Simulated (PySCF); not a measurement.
Compound: C4H14N2Si.
Bonds: C1–C2, C2–C3, C2–N4, N4–C5, N4–N6, N6–Si7. Hydrogens: H8, H9, H10 on C1; H11 on C2; H12, H13, H14 on C3; H15, H16, H17 on C5; H18 on N6; H19, H20, H21 on Si7.

Torsions of this conformer, `[CH3:1][CH:2]([CH3:3])[N:4]([CH3:5])[NH:6][SiH3:7]`: C1–C2–N4–C5 163°, C2–N4–N6–Si7 126°.

The closed-shell ground state was solved at several levels (PySCF, density fitting, gas phase, non-relativistic). Isolated species at its PBE0-D3(BJ)/def2-SVP geometry (one conformer only).

```json
{"level": "PBE0/def2-SVPD", "basis functions": "256", "total energy (Eh)": "-559.1080", "HOMO (eV)": "-6.39", "LUMO (eV)": "0.37", "gap (eV)": "6.76", "dipole (D)": "1.63"}
{"level": "PBE0/pcSseg-1", "basis functions": "196", "total energy (Eh)": "-559.3297", "HOMO (eV)": "-6.36", "LUMO (eV)": "0.79", "gap (eV)": "7.15", "dipole (D)": "1.65"}
```

Problem. Estimate the row for wB97X-D/pcSseg-1, a basis of 196 functions; the other rows only guide the guess.

Solution. Total energy -559.6888 Eh, HOMO -8.23 eV, LUMO 2.58 eV, gap 10.81 eV, dipole 1.67 D.

Problem. Over all these levels, which gives the widest orbital gap and which the narrowest?

Solution. wB97X-D/pcSseg-1 (range-separated hybrid) has the widest, 10.81 eV, and PBE0/def2-SVPD (global hybrid, 25 % exact exchange) the narrowest, 6.76 eV. Functional and basis both differ between the two, so the spread mixes both effects.

Problem. How far do the dipole and the HOMO energy spread over the levels?

Solution. The dipole runs from 1.63 to 1.67 D (mean 1.65 D) and the HOMO from -8.23 to -6.36 eV.

wB97X-D is run here without its empirical dispersion term; that term would change no orbital, density or response property at a fixed geometry.
